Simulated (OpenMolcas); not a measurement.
## d1 ions of charge +4 down a group with 6 fluoride ligands in octahedral coordination

| Quantity | Value |
| --- | --- |
| Program | OpenMolcas 26.06 |
| Method | CASSCF |
| Spin-orbit coupling | state interaction with AMFI integrals over the reference wave functions |

The d shell is active. Anionic complexes are neutralised by point charges behind the ligands. Distances were set from a Shannon-type radius of the metal (high-spin where two are listed) plus a fixed donor radius (F 1.31 Å). Ligand basis ANO-RCC-VTZP, DKH2 Hamiltonian. States (labels of O, the rotations of Oh). Energies in cm-1 above the lowest state or level, χT in cm3 K/mol; under a threefold ground state the first gap can be a small split of the lowest multiplet, not the spin-orbit step; 10Dq is the gap between the two states. Spin-only χT is S(S+1) / 2 for the spin of the ground state.

| Ion | Shell | R (Å) | Metal basis | Outer charge (e at Å behind ligand) | Ground state | First state of that spin | 10Dq | First gap with spin-orbit (degeneracies) | χT at 300 K | Spin-only χT |
| --- | --- | --- | --- | --- | --- | --- | --- | --- | --- | --- |
| V4+ | 3d1 | 1.89 | ANO-RCC-VTZP | 0.33 at 2.8 | 2T2 | 2E 18473 | 18473 | 335.0 (4, 2) | 0.366 | 0.375 |
| Nb4+ | 4d1 | 1.99 | ANO-RCC-VTZP | 0.33 at 3.2 | 2T2 | 2E 30383 | 30383 | 973.7 (4, 2) | 0.152 | 0.375 |
| Ta4+ | 5d1 | 1.99 | ANO-RCC-VTZP | 0.33 at 2.8 | 2T2 | 2E 34159 | 34159 | 3796 (4, 2) | 0.043 | 0.375 |

The rows also differ in their outer charges, so part of each step comes from that.

|10Dq| changes by factors of 30383 / 18473 = 1.64 from V4+ to Nb4+, 34159 / 30383 = 1.12 from Nb4+ to Ta4+.

χT departs most from the spin-only value for Ta4+, by -0.332 cm3 K/mol.

An orbital triplet at a regular site is open to Jahn-Teller coupling, which can distort the site and quench the lowest spin-orbit gaps and is left out. Ligand-to-metal charge-transfer states are missing. The least metal-like active orbital is 81 % on the metal (Löwdin) and no ligand orbital is active, so the numbers are rough (holds for V4+). With metal d orbitals alone and no dynamic correlation the field as a rule comes out too small, by tens of per cent, by up to half for chloride and softer ligands (holds for V4+). The least metal-like active orbital is 73 % on the metal (Löwdin) and no ligand orbital is active, so the numbers are rough (holds for Nb4+). With metal d orbitals alone the field can be off either way by tens of per cent (holds for Nb4+; Ta4+). The least metal-like active orbital is 66 % on the metal (Löwdin) and no ligand orbital is active, so the numbers are rough (holds for Ta4+). No measured value stands beside these numbers; the geometry is a model, was not optimised and need not be the one that this ion takes.
